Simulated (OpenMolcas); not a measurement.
Au4+ among 6 point charges of -1.5 e arranged as a tetragonal octahedron (D4h). The axial distance is 1.14 times the equatorial one, R.

```
Program             : OpenMolcas 26.06
Method              : CASSCF
Basis               : ANO-RCC-VDZP [7s6p4d2f]
Scalar Hamiltonian  : DKH2, point nucleus
Active space        : 7 electrons in 5 orbitals (5d)
State averaging     : 2S+1 = 4 even, 10 roots; 2S+1 = 2 even, 40 roots
Spin-orbit coupling : RASSI with atomic mean-field integrals over the reference wave functions
```

All point charges move together. At R = 1.81 Å the first state of the same spin is 2176 cm-1, and at R = 1.93 Å it is 1681 cm-1.

Question: A third run gives 1200 cm-1. What distance was it run at?

Answer: With a power law R^-n the two known points give n = -ln(1681 / 2176) / ln(1.93 / 1.81) = 4.02. Then R = 1.81 × (2176 / 1200)^(1/4.02) = 2.099 Å. The run was at 2.09 Å, so the estimate is off by +0.009 Å.

Without dynamic correlation the repulsion within the d shell is too large (B by tens of per cent), so at a given field states of lower spin stand too high. This shell can be high or low spin here, a state of another spin lies low, and with metal d orbitals alone active their balance is uncertain, so the ground spin may be wrong. Point charges give a weaker field than real ligands, and real ions of this kind are as a rule low spin; the high spin found here belongs to the model. Spin-orbit coupling mixes the spin-free states strongly: the lowest level takes only 53 % from its leading state, 4A2 (figures for R = 1.81; the like holds for R = 1.93, R = 2.09). This is an electrostatic model: the charges have no orbitals. No measured value stands beside these numbers.
